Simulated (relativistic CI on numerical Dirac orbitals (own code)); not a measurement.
## From line strength to rate: Cr+ 2065.46 Å (air)

Problem. For 3d5 6S_5/2 – 3d4 4p 6P°_3/2 of Cr+ a semi-empirical relativistic CI calculation gives the line strength S = 2.505 e²a₀² in the length gauge. The measured levels are 0.00 and 48398.95 cm⁻¹ (NIST Handbook). Find gf, f, A and the partial lifetime.

Working.
1. σ = 48398.95 − 0.00 = 48398.95 cm⁻¹, so the vacuum wavelength is 10⁸/σ = 2066.16 Å.
2. gf = 303.756 S/λ(Å) = 0.3683, log gf = -0.434; with g = 6 for the lower level, f = 0.0614.
3. A = 2.02613 × 10¹⁸ S/(g_u λ³) with g_u = 4: A = 1.44 × 10^8 s⁻¹.
4. The partial lifetime for this S is 1/A = 6.95 ns; in the calculation this line carries 39 % of the decay of the upper level.

Check. The Handbook lists A = 1.20 × 10^8 s⁻¹, a tabulated value with its own uncertainty (a few per cent for the best lines, 25 % or more for others); ours lies 20 % above it. The velocity form of the same calculation gives S = 2.75, and the gap between the two forms is a rough gauge of the error in S. With the computed energy (50773 cm⁻¹) in place of the measured one the rate would change by the factor (σ_calc/σ)³ = 1.15.
